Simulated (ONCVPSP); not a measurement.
## Before and after: ONCV potential for Ni

Ni (Z = 28), optimised norm-conserving Vanderbilt (ONCV), made with ONCVPSP 4.0.1 (PBE, scalar-relativistic). Core [Ne], reference 3s2 3p6 3d8 4s1 (charge +1). Waves: 3s+4s: rc 1.15 bohr, ncon 3, nbas 7, qcut 8.4 1/bohr, 2 projectors; 3p: rc 0.75 bohr, ncon 3, nbas 6, qcut 12.3 1/bohr, 2 projectors, debl 2.2 Ha; 3d: rc 1.45 bohr, ncon 4, nbas 8, qcut 10.7 1/bohr, 2 projectors, debl 0.9 Ha. Local part: polynomial inside 0.50 bohr (lpopt 5, dvloc0 0 Ha). Core correction: polynomial model core, fcfact 0.3.

In the p channel the program set the typed energies aside and used -2.959, 0.250 Ha.

All-electron outer shells of the reference configuration (PBE, scalar-relativistic, ld1.x):

```tsv
shell	level (eV)	outermost node (bohr)	outermost maximum (bohr)
2p	-853.66	–	0.16
3s	-120.17	0.30	0.64
3p	-80.51	0.27	0.65
3d	-17.92	–	0.63
4s	-13.18	0.92	2.13
```

Change: d: rc 1.74.

Cutoffs: the cutoffs (Ha) at which the residual kinetic energy of the hardest occupied pseudo-wave falls to 1 and 0.1 mHa per electron; they do not see the model core or the augmentation charge, which bear on the density cutoff. Errors are all-electron minus pseudo energies relative to the spin-unpolarised reference configuration.

Q: How do hardness, ghosts and transferability respond?

A: The potential gets neither clearly harder nor softer (62 Ha and 156 Ha → 62 Ha and 156 Ha); the p channel sets the loose cutoff, while the largest relative change is in d, which becomes softer; of the 4 tests that both files solve, the error grows in 3 and shrinks in 0 by more than 15 % and 0.3 meV (median size 15.1 → 33.4 meV); neither file shows a bound ghost. More of the atom is replaced by a form fitted at one configuration, so other configurations suffer.

| quantity | base | changed |
| --- | --- | --- |
| cutoff, loose | 62 Ha | 62 Ha |
| cutoff, tight | 156 Ha | 156 Ha |
| loose cutoff by channel | s 27 Ha, p 62 Ha, d 47 Ha | s 27 Ha, p 62 Ha, d 40 Ha |
| bound ghosts | none | none |
| GHOST(+) flags under 300 eV | s at 178.7 eV | s at 178.7 eV |
| error for 3s2 3p6 3d8 4s2, meV [ΔE -9.32 eV] | +2.1 | +2.6 |
| error for 3s2 3p6 3d8 4s0, meV [ΔE 17.35 eV] | +0.5 | +0.2 |
| error for 3s2 3p6 3d7 4s0, meV [ΔE 54.82 eV] | +33 | +75 |
| error for 3s2 3p6 3d9 4s0, meV [ΔE -3.00 eV] | +28 | +64 |
| s: phases at 1.17 bohr within 0.05 rad from the reference energy up to (Ha; the scan ends near 5) | 3.2 | 3.2 |
| p: phases at 0.76 bohr within 0.05 rad from the reference energy up to (Ha; the scan ends near 5) | to the end of the scan | to the end of the scan |
| rms error of d²Exc/dni dnj with the model core, mHa | 1.45 | 1.38 |
